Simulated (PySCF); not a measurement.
CH3AlCl2S. Atoms are numbered in the order given.

```xyz
8

Al     0.0130     0.3860     0.0000
Cl     0.9235     2.2711     0.0000
Cl    -2.0852     0.2461     0.0000
S      1.2542    -1.3820     0.0000
C      0.0228    -2.7609     0.0000
H     -1.0100    -2.3908     0.0000
H      0.1926    -3.3715    -0.8966
H      0.1926    -3.3715     0.8966
```

Coordinates come from a B3LYP-D3(BJ)/def2-SVP optimisation. One conformer was computed; it need not be the lowest.

Method: B3LYP/pcSseg-1 run with PySCF.

GIAO shieldings, no solvent; atoms listed in one row are averaged. δ = σ(ref) − σ: ³⁵Cl against HCl (σ = 933.3 ppm); ³³S against H2S (σ = 695.8 ppm); ¹³C against TMS (σ = 181.3 ppm); ¹H against TMS (σ = 31.68 ppm), references at their B3LYP-D3(BJ)/def2-TZVP geometries, non-relativistic (without spin–orbit terms, shifts of atoms bonded to Cl or Br come out too high).

Computed chemical shifts:
```
nucleus       atoms  count  δ (ppm)
-------  ----------  -----  -------
³⁵Cl            Cl2      1     26.2
³⁵Cl            Cl3      1     11.4
³³S              S4      1     72.4
¹³C              C5      1     17.3
¹H       H6, H7, H8      3     2.53
```
